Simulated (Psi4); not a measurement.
Method: SAPT0/jun-cc-pVDZ, frozen core in Psi4 1.11.

Psi4 input:

```
molecule {
0 1
Cl 0.64100294 0.00000000 0.00000000
H -0.64100294 -0.00000000 -0.00000000
--
0 1
Cl 2.26381115 -2.77268007 -2.04406293
H 2.56823344 -2.64707592 -0.80507555
units angstrom
symmetry c1
no_reorient
no_com
}
set basis jun-cc-pvdz
set scf_type df
set freeze_core true
energy('sapt0')
```

Part of the output:

```
    SAPT Results
  --------------------------------------------------------------------------------------------------------
    Electrostatics                 -0.88631591 [mEh]      -0.55617163 [kcal/mol]      -2.32702210 [kJ/mol]
      Elst10,r                     -0.88631591 [mEh]      -0.55617163 [kcal/mol]      -2.32702210 [kJ/mol]

    Exchange                        1.81604685 [mEh]       1.13958660 [kcal/mol]       4.76803035 [kJ/mol]
      Exch10                        1.81604685 [mEh]       1.13958660 [kcal/mol]       4.76803035 [kJ/mol]
      Exch10(S^2)                   1.81285039 [mEh]       1.13758080 [kcal/mol]       4.75963805 [kJ/mol]

    Induction                      -0.14472288 [mEh]      -0.09081498 [kcal/mol]      -0.37996986 [kJ/mol]
      Ind20,r                      -0.82815891 [mEh]      -0.51967756 [kcal/mol]      -2.17433091 [kJ/mol]
      Exch-Ind20,r                  0.75440982 [mEh]       0.47339931 [kcal/mol]       1.98070271 [kJ/mol]
      delta HF,r (2)               -0.07097379 [mEh]      -0.04453673 [kcal/mol]      -0.18634167 [kJ/mol]

    Dispersion                     -0.65167386 [mEh]      -0.40893152 [kcal/mol]      -1.71096947 [kJ/mol]
      Disp20                       -0.74906783 [mEh]      -0.47004716 [kcal/mol]      -1.96667731 [kJ/mol]
      Exch-Disp20                   0.09739397 [mEh]       0.06111564 [kcal/mol]       0.25570784 [kJ/mol]
      Disp20 (SS)                  -0.37453391 [mEh]      -0.23502358 [kcal/mol]      -0.98333866 [kJ/mol]
      Disp20 (OS)                  -0.37453391 [mEh]      -0.23502358 [kcal/mol]      -0.98333866 [kJ/mol]
      Exch-Disp20 (SS)              0.04458852 [mEh]       0.02797972 [kcal/mol]       0.11706714 [kJ/mol]
      Exch-Disp20 (OS)              0.05280545 [mEh]       0.03313592 [kcal/mol]       0.13864070 [kJ/mol]

  Total HF                          0.78500806 [mEh]       0.49260000 [kcal/mol]       2.06103839 [kJ/mol]
  Total SAPT0                       0.13333421 [mEh]       0.08366848 [kcal/mol]       0.35006891 [kJ/mol]
```
